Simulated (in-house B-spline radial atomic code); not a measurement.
The numbers below are computed, except where a source is named.
C6 from the polarisability at imaginary frequency: neutral barium

LDA VWN5 linear response of the closed shell [Xe] 6s2, from an all-electron radial atomic-structure program (B-spline basis); scalar-relativistic (spin-free one-electron X2C), finite nucleus, no spin-orbit coupling; shells from n = 4 respond.

The dispersion coefficient of two like species is C6 = (3/π) ∫ α(iu)² du from 0 to ∞.

| u (hartree) | α(iu) (bohr³) |
| --- | --- |
| 0 | 239.3 |
| 0.03 | 218.7 |
| 0.07 | 159.3 |
| 0.12 | 99.57 |
| 0.2 | 53.23 |
| 0.3 | 31.06 |
| 0.45 | 18.53 |
| 0.7 | 10.78 |
| 1 | 6.835 |
| 1.5 | 3.917 |
| 2.5 | 1.867 |
| 5 | 0.6561 |

(1) Fit one oscillator, α(iu) = α(0)/(1 + u²/ω²), through u = 0.45 and estimate C6.

(2) How does that compare with the full integral?

## Answers

(1) From α(0)/α(iu) − 1 = 239.3/18.53 − 1 = 11.9142, ω = u/√11.9142 = 0.1304 hartree (3.5 eV). London's formula gives C6 = (3/4) α(0)² ω = 0.75 × 239.3² × 0.1304 = 5599 hartree·bohr⁶, and the oscillator holds f = α(0) ω² = 4.07 electrons, of a sum of oscillator strengths of 30.1.

(2) The program's quadrature over all excitations gives C6 = 4469, so the single oscillator is off by +25.3 %. At the last point the fit gives α = 0.163 against 0.656: higher excitations, and deeper shells where there are any, keep the true curve higher at large u.
